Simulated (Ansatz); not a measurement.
Tuning the range parameter of LC-ωPBE so that −HOMO meets the ionisation energy; basis def2-SVP, Ansatz. System: the cluster Cd₅O₅. Total charge 0; singlet. Geometry: PBE0-D4/def2-SVP. The ionised state is a doublet.

Geometry of the singlet:

Cartesian coordinates in Å:
```
Cd -0.1561 -3.4368 1.3264
Cd -1.4293 -1.0247 2.2374
Cd 1.0574 -0.4550 -1.5358
Cd -0.8556 1.4631 1.3779
Cd 1.3416 2.3968 -0.6264
O -1.2910 -1.2595 -0.4299
O 0.1794 3.1147 0.8072
O -0.9580 0.0881 -0.5453
O 2.2205 1.1301 -1.9010
O -0.1090 -2.0168 -0.7105
```

In the def2 sets Cd takes a core potential; there is no spin–orbit coupling. The structure holds 2 bonds between oxygen atoms, so isomers without such links may lie far lower. The restricted singlet is unstable towards broken spin symmetry in Hartree–Fock (as tested in another run); at LC-ωPBE (ω = 0.10 bohr⁻¹)/def2-SVP, LC-ωPBE (ω = 0.15 bohr⁻¹)/def2-SVP, LC-ωPBE (ω = 0.20 bohr⁻¹)/def2-SVP, LC-ωPBE (ω = 0.30 bohr⁻¹)/def2-SVP this wasn't settled. The structure comes from a short search, and lower isomers may exist.

| ω (1/bohr) | HOMO (eV) | LUMO (eV) | vertical IE (eV) | HOMO + IE (eV) |
| --- | --- | --- | --- | --- |
| 0.1 | -6.41 | -2.39 | 7.28 | 0.87 |
| 0.15 | -6.92 | -2.01 | 7.38 | 0.46 |
| 0.2 | -7.29 | -1.76 | 7.45 | 0.16 |
| 0.3 | -7.66 | -1.46 | 7.48 | -0.19 |

Where does the tuning condition hold?

Near ω = 0.25 bohr⁻¹, by linear interpolation.
